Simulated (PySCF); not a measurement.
BHN, SMILES N=[B], multiplicity 2. Coordinates come from a PBE-D3(BJ)/def2-TZVPD optimisation. The isomer is the one that the SMILES or the coordinates give; other isomers of the formula were not compared.

These are PBE-D3(BJ)/def2-TZVPD in PySCF 2.14.0 values and carry that method's errors.

Harmonic wavenumbers (cm⁻¹): 413, 413, 1861, 3763. Rotational constants (GHz): 42.99 (linear); symmetry number 1.

Task: Work out the zero-point energy and the ideal-gas rigid-rotor harmonic-oscillator thermochemistry at 298.15 K and 1 atm.

Result: ZPE = ½ Σ hcν = ½ × 6449 cm⁻¹ = 38.58 kJ/mol. H − E(el) = 48.82 kJ/mol. Entropy in J/(mol K): translation 149.30, rotation 49.67, vibration 7.69, spin 5.76, total 212.41. G − E(el) = -14.51 kJ/mol. Cp = 41.26 J/(mol K).
